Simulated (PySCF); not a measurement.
## Stretching KO⁻

Set-up: basis K def2-SVPD, O def2-SVPD; no relativity; PySCF 2.14. Energies in eV from K + O⁻ in their ground configurations at the same level. State: ³Π (triplet), unpaired electrons σ ↑, π ↑.

All columns are LC-ωPBE. A positive dipole points towards O; it is taken about the centre of mass and depends on that origin.

```
R (Å)  E (eV)  μ (D)  Mulliken charge on K (basis-dependent)  HOMO (eV)  LUMO (eV)  Mayer bond order  ⟨S²⟩
2.128  -1.465   4.22                                   -0.08      -0.43       2.90              0.07  2.00
2.228  -1.698   3.79                                   -0.06      -0.48       2.90              0.05  2.00
2.326  -1.819   3.34                                   -0.05      -0.54       2.90              0.03  2.00
2.401  -1.860   3.00                                   -0.04      -0.58       2.90              0.02  2.00
2.475  -1.868   2.65                                   -0.04      -0.62       2.90              0.01  2.00
2.549  -1.854   2.30                                   -0.03      -0.65       2.89              0.01  2.00
2.648  -1.810   1.82                                   -0.03      -0.71       2.88              0.01  2.00
2.772  -1.730   1.20                                   -0.02      -0.77       2.87              0.01  2.00
2.921  -1.614   0.44                                   -0.02      -0.85       2.84              0.03  2.00
3.119  -1.450  -0.59                                   -0.03      -0.95       2.81              0.06  2.00
```

A fit through these points gives, at Re = 2.463 Å, μ = 2.71 D and dμ/dR = -4.71 D/Å; the reduced mass is 11.34 u.

How strong is the fundamental in the double-harmonic approximation, I = 42.26·(dμ/dR)²/μred km/mol?

I = 42.26·(-4.71)²/11.34 = 82.7 km/mol at LC-ωPBE.

For an ion De counts to the pair picked by the measured ionisation energies or electron affinities, which need not be the lowest pair at this level. The state was picked by a PBE0 search and need not be the measured ground state.
